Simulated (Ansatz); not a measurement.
Input for Ansatz (a first-principles code): R-revPBE/def2-TZVPPD on HCl (SMILES Cl). Files ending in .json are basis or fitting sets from the Basis Set Exchange.

Ansatz 0.2 input:
```yaml
crystal:
  periodic: [false, false, false]
  atoms:
    - {symbol: Cl, position_ang: [0.43620900, -0.61606929, -0.34371464]}
    - {symbol: H, position_ang: [0.24392433, 0.36085917, -1.15171167]}
basis:
  gaussian:
    orbitals: def2-TZVPPD.json
hamiltonian:
  xc: {name: revPBE}
scf: {lower_state_search: off}
```

**Question.** Give the final energy of this run.

**Answer.** -460.7377 hartree.
